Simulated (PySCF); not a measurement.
Excitation energy of Nb⁺ by level of theory

Nb⁺ [Kr] 4d4 (5D) → Nb⁺ [Kr] 4d3 5s1 (5F), as a difference of total energies. Calculation: PySCF 2.14, in x2c-QZVPPall (13s8p7d3f2g, 111 functions); scalar relativity by spin-free X2C-1e. Correlated levels: valence: [Kr] frozen. The calculations carry no spin-orbit coupling.

```
           method  excitation energy (eV)
              UHF                   0.050
    MP2 (valence)                   0.254
SCS-MP2 (valence)                   0.118
   CCSD (valence)                   0.259
CCSD(T) (valence)                   0.263
```

How much does correlation contribute at CCSD(T) (valence)?

0.263 − (0.050) = 0.213 eV, measured against UHF.

Errors of the correlated levels include the incompleteness of this basis and the frozen core.

The basis was made for the ground configuration and has no added diffuse functions, so the excitation energy can come out too high.

For comparison: 0.326 eV (measured; NIST levels, between the centres of gravity of the two terms).
